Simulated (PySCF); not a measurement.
HIn, triplet, at a GFN2-xTB geometry (such geometries of metal compounds can be far from the true shape) (the spin is typed, not shown lowest) (core potentials on In), atoms displaced at random by about 0.08 Å a coordinate; B3LYP/def2-SVP, gradient by finite differences run with PySCF.

The PySCF input:
```python
from pyscf import gto, scf, dft

mol = gto.M(
    atom='''
In    0.101061   -0.029263    0.050733
H     0.005038   -0.075388    1.930538
''',
    basis='def2-svp',
    ecp={'In': 'def2-svp'},
    charge=0,
    spin=2,
    verbose=4,
)

mf = dft.UKS(mol)
mf.xc = 'b3lyp'
mf.conv_tol = 1e-11
mf.kernel()
scan, done = mf.as_scanner(), []
scan.scf_summary = {}
def energy(d):
    c = mol.atom_coords()
    c[1, 1] += d
    e = scan(mol.set_geom_(c, unit='Bohr', inplace=False))
    done.append(scan.converged)
    return e
h = 0.2
fd = (energy(h) - energy(-h)) / (2 * h)
print('dE/dx =', fd)
```

What the program printed (banner, timings and long lists left out):

```
PySCF version 2.14.0

[INPUT] verbose = 4
[INPUT] num. atoms = 2
[INPUT] num. electrons = 22
[INPUT] charge = 0
[INPUT] spin (= nelec alpha-beta = 2S) = 2
[INPUT] symmetry False subgroup None
[INPUT] Mole.unit = angstrom
[INPUT] Symbol           X                Y                Z      unit          X                Y                Z       unit  Magmom
[...]
nuclear repulsion = 5.9021657720383
number of shells = 13
number of NR pGTOs = 68
number of NR cGTOs = 31
basis = def2-svp
ecp = {'In': 'def2-svp'}

******** <class 'pyscf.dft.uks.UKS'> ********
method = UKS
initial guess = minao
damping factor = 0
level_shift factor = 0
DIIS = <class 'pyscf.scf.diis.CDIIS'>
diis_start_cycle = 1
diis_space = 8
diis_damp = 0
SCF conv_tol = 1e-11
SCF conv_tol_grad = None
SCF max_cycles = 50
direct_scf = True
direct_scf_tol = 1e-13
number electrons alpha = 12  beta = 10
XC library pyscf.dft.libxc version 7.1.2
    S. Lehtola, C. Steigemann, M. J. T. Oliveira, and M. A. L. Marques,  SoftwareX 7, 1–5 (2018)
XC functionals = b3lyp
    P. J. Stephens, F. J. Devlin, C. F. Chabalowski, and M. J. Frisch,  J. Phys. Chem. 98, 11623 (1994)
radial grids:
    Treutler-Ahlrichs [JCP 102, 346 (1995); DOI:10.1063/1.469408] (M4) radial grids

becke partition: Becke, JCP 88, 2547 (1988); DOI:10.1063/1.454033
pruning grids: <function nwchem_prune>
grids dens level: 3
symmetrized grids: False
atomic radii adjust function: <function treutler_atomic_radii_adjust>
small_rho_cutoff = 0
Set gradient conv threshold to 3.16228e-06
tot grids = 31688
init E= -169.79419149527

cycle= 1 E= -190.129771590585  delta_E= -20.3  |g|= 1.12  |ddm|= 8.56

cycle= 2 E= -190.17191937917  delta_E= -0.0421  |g|= 1.15  |ddm|=  3.5

cycle= 3 E= -190.699294526493  delta_E= -0.527  |g|= 0.0563  |ddm|= 1.43

cycle= 4 E= -190.701570045223  delta_E= -0.00228  |g|= 0.0256  |ddm|= 0.177

cycle= 5 E= -190.702439395237  delta_E= -0.000869  |g|= 0.00349  |ddm|= 0.0663

cycle= 6 E= -190.702462029992  delta_E= -2.26e-05  |g|= 0.000964  |ddm|= 0.0123

cycle= 7 E= -190.702463723736  delta_E= -1.69e-06  |g|= 0.000243  |ddm|= 0.00345

cycle= 8 E= -190.702463894641  delta_E= -1.71e-07  |g|= 5.62e-05  |ddm|= 0.00126

cycle= 9 E= -190.702463902342  delta_E= -7.7e-09  |g|= 6.93e-06  |ddm|= 0.000279

cycle= 10 E= -190.702463902409  delta_E= -6.77e-11  |g|= 4.75e-07  |ddm|= 2.81e-05

cycle= 11 E= -190.702463902411  delta_E= -1.45e-12  |g|= 1.57e-07  |ddm|= 3.6e-06

[...]
converged SCF energy = -190.702463902411  <S^2> = 2.0083642  2S+1 = 3.0055709
[...]

cycle= 8 E= -190.702459409389  delta_E= -1.62e-12  |g|= 1.75e-07  |ddm|= 2.9e-06

Extra cycle  E= -190.702459409389  delta_E= -5.12e-13  |g|= 1.56e-07  |ddm|= 2.36e-06
converged SCF energy = -190.702459409389  <S^2> = 2.0083705  2S+1 = 3.0055751

WARN: Mole.unit (angstrom) is changed to Bohr

New geometry
   1 In     0.101061000000  -0.029263000000   0.050733000000 AA    0.190977611875  -0.055299055583   0.095871475478 Bohr
   2 H      0.005038000000  -0.181223442184   1.930538000000 AA    0.009520440216  -0.342462673079   3.648188093066 Bohr

******** <class 'pyscf.scf.hf.UKS_Scanner'> ********
method = UKS_Scanner
initial guess = minao
damping factor = 0
level_shift factor = 0
DIIS = <class 'pyscf.scf.diis.CDIIS'>
diis_start_cycle = 1
diis_space = 8
diis_damp = 0
SCF conv_tol = 1e-11
SCF conv_tol_grad = None
SCF max_cycles = 50
direct_scf = True
direct_scf_tol = 1e-13
number electrons alpha = 12  beta = 10
XC library pyscf.dft.libxc version 7.1.2
    S. Lehtola, C. Steigemann, M. J. T. Oliveira, and M. A. L. Marques,  SoftwareX 7, 1–5 (2018)
XC functionals = b3lyp
    P. J. Stephens, F. J. Devlin, C. F. Chabalowski, and M. J. Frisch,  J. Phys. Chem. 98, 11623 (1994)
radial grids:
    Treutler-Ahlrichs [JCP 102, 346 (1995); DOI:10.1063/1.469408] (M4) radial grids

becke partition: Becke, JCP 88, 2547 (1988); DOI:10.1063/1.454033
pruning grids: <function nwchem_prune>
grids dens level: 3
symmetrized grids: False
atomic radii adjust function: <function treutler_atomic_radii_adjust>
small_rho_cutoff = 0
Set gradient conv threshold to 3.16228e-06
tot grids = 31688
init E= -190.700696041528

cycle= 1 E= -190.702365541849  delta_E= -0.00167  |g|= 0.00286  |ddm|= 0.0483

cycle= 2 E= -190.702391885169  delta_E= -2.63e-05  |g|= 0.00133  |ddm|= 0.0125

cycle= 3 E= -190.702395232369  delta_E= -3.35e-06  |g|= 0.000762  |ddm|= 0.00522

cycle= 4 E= -190.702396387764  delta_E= -1.16e-06  |g|= 0.000217  |ddm|= 0.00285

cycle= 5 E= -190.702396432809  delta_E= -4.5e-08  |g|= 4.03e-05  |ddm|= 0.000512

cycle= 6 E= -190.702396436275  delta_E= -3.47e-09  |g|= 6.95e-06  |ddm|= 0.000164

cycle= 7 E= -190.702396436382  delta_E= -1.07e-10  |g|= 2.24e-06  |ddm|= 2.69e-05

cycle= 8 E= -190.702396436392  delta_E= -9.32e-12  |g|= 8.05e-07  |ddm|= 7.37e-06

Extra cycle  E= -190.702396436394  delta_E= -2.13e-12  |g|= 5.08e-07  |ddm|= 3.87e-06
converged SCF energy = -190.702396436394  <S^2> = 2.0084558  2S+1 = 3.0056319
dE/dx = -0.00015743248908961505
```
